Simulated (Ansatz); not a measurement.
Ideal-gas functions of CAlF2NO (`O=C=[N][Al]([F])[F]`) at 298.15 K and 1 bar, from an Ansatz frequency run at PBE0-D4/def2-TZVP.

Molar mass 107.0 g/mol, point group C2v (symmetry number 2), electronic degeneracy 1, moments of inertia 75.022, 358.234, 433.255 u Å². Harmonic wavenumbers (cm⁻¹, unscaled): 33, 69, 232, 237, 288, 542, 642, 654, 845, 955, 1527, 2417.

Use S(trans) = R[1.5 ln M + 2.5 ln T − 1.1517]; rotational temperatures θ = 24.2544 K / I; S(rot) = R[ln(√π/σ · √(T³/θAθBθC)) + 1.5]; for each mode x = 1.438777 ν̃/T, S = R[x/(eˣ − 1) − ln(1 − e⁻ˣ)] and H = RT x/(eˣ − 1); 1 cm⁻¹ = 0.0119627 kJ/mol; R = 8.31446 J/(mol·K).

Task: By hand: the entropy, in J/(mol·K).

Result: Translation 167.1. Rotation: θ = 0.3233, 0.0677, 0.056 K, giving 110.4. Vibration, mode by mode: 23.60, 17.50, 7.80, 7.64, 6.22, 2.35, 1.60, 1.53, 0.73, 0.47, 0.04, 0.00, in all 69.5. Electronic 0.0. Sum 347.0 J/(mol·K).

Task: By hand: H − E and G − E in kJ/mol, counted from the electronic energy.

Result: Zero-point energy ½ × 8441 × 0.0119627 = 50.5; thermal vibration 9.7; translation, rotation and pV give 4 RT = 9.9. H − E = 70.1 kJ/mol, and G − E = 70.1 − 298.15 × 347.0/1000 = -33.4 kJ/mol.

Vibration gives 20 % of the entropy, 41.1 J/(mol·K) of it from the modes under 150 cm⁻¹: soft modes count most, and the harmonic formula is weakest for them. The sum counts one conformer and one mirror image; others add a mixing term.
